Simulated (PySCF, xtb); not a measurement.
C₅H₅F, SMILES C=C(F)C#CC.

GFN2-xTB in xtb at its own geometry gives an orbital gap of 4.12 eV and a dipole moment of 2.86 D.

Geometry: B3LYP-D3(BJ)/def2-SVP.

**Question.** What does B3LYP/def2-TZVP (PySCF) give? (Estimate from the structure and the level; the computed values follow.)

**Answer.** gap 5.70 eV (levels -6.72 and -1.02 eV), dipole 2.30 D.
